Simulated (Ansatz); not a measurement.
Process, species as SMILES: [C]Cl (C-Cl) → C atom + Cl atom
B3LYP-D3(BJ)/def2-TZVP geometries, fixed; electronic energies without zero-point terms.
Largest species:
```xyz
2

C      0.0000     0.0000    -1.2243
Cl     0.0000     0.0000     0.4321
```
Charge 0, spin multiplicity 2.

Core correlation in the atomisation energy at CCSD(T) with Ansatz (an electronic-structure program), in kcal/mol: frozen core against 1s of Al to Cl frozen alone. Open shells are unrestricted.

```csv
basis,"functions, most",frozen core,1s of Al to Cl frozen alone,core term (second minus first)
cc-pV(D+d)Z,37,84.31,84.90,0.59
cc-pCVDZ,45,83.03,83.53,0.50
cc-pV(T+d)Z,69,91.65,93.53,1.88
cc-pwCVTZ,102,91.99,92.45,0.46
cc-pCVTZ,102,91.71,92.18,0.47
cc-pV(Q+d)Z,119,94.80,95.67,0.87
```

The largest core-valence set, cc-pCVTZ, gives a core term of 0.47 kcal/mol; the valence set cc-pV(Q+d)Z, which lacks functions for the core, gives 0.87.
